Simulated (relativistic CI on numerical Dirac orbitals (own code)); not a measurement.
Calculated at this level of theory: Dirac-Coulomb-Breit CI, orbitals from a KLI potential per configuration, model QED (radiative potential, 1s self-energy scaled to tabulated hydrogen-like ionisation energies), valence Slater integrals scaled by 0.85, P86 correlation energy added to each configuration (own radial code, finite nucleus).

Configurations in the expansion (outside the closed core [Kr]): 4d10, 4d9.5s, 4d8.5s2, 4d9.5p, 4d9.6s, 4d9.6p, 4d9.5d, 4d8.5s.5p, 4d9.7s, 4d9.7p, 4d9.4f, 4d9.6d, 4d9.7d, 4d9.5f, 4d9.5g, 4d9.6f, 4d8.5s.6s. Levels of other configurations are missing.

For a near-neutral ion this model can misplace configurations by up to about 10,000 cm⁻¹ (more where the count of f electrons changes) and terms by 10 to 25 % of their spread. Rates follow the energies as ν³ (E1, M1) or ν⁵ (E2), so they and the lifetimes can be off by large factors. The fine structure of a lone outer electron comes out too small, for d and f at times inverted, and misplaced configurations move strength between like terms. 19 of the 19 excited levels that our extract of the measured tables holds in this range could be paired (the sources list more); they are missed by 4763 cm⁻¹ on average and 7018 at most, and levels without a partner can miss by more.

Outline of the computed level scheme of Pd I. Lowest level of each configuration: 4d10 1S_0 at 0.0000 eV; 4d9.5s 3D_3 at 0.5307 eV; 4d8.5s2 3F_4 at 3.0326 eV; 4d9.5p 3P°_2 at 3.4087 eV; 4d9.6s 3D_3 at 5.0040 eV; 4d8.5s.5p 5D°_4 at 5.0530 eV; 4d9.5d 3S_1 at 5.6410 eV.

Some strong electric-dipole decays among the lowest 45 levels: 4d9.5p 3F°_4 → 4d9.5s 3D_3 (1.2e+08 s⁻¹); 4d9.5p 1P°_1 → 4d9.5s 1D_2 (1.2e+08 s⁻¹); 4d9.5p 3D°_1 → 4d9.5s 3D_1 (9.9e+07 s⁻¹); 4d9.5p 3D°_3 → 4d9.5s 3D_3 (9.7e+07 s⁻¹); 4d9.5p 3P°_0 → 4d9.5s 3D_1 (9.6e+07 s⁻¹); 4d9.5p 3P°_1 → 4d9.5s 3D_2 (9.1e+07 s⁻¹); 4d9.5p 1D°_2 → 4d9.5s 3D_2 (9.0e+07 s⁻¹); 4d9.5p 3F°_2 → 4d9.5s 3D_1 (8.8e+07 s⁻¹).

Rates of lines that live on the mixing of spin multiplicities can be off by large factors.

LS names give the leading component of a level, which can be under half, so a name can repeat, a term be missing and a line seem to break the LS rules.
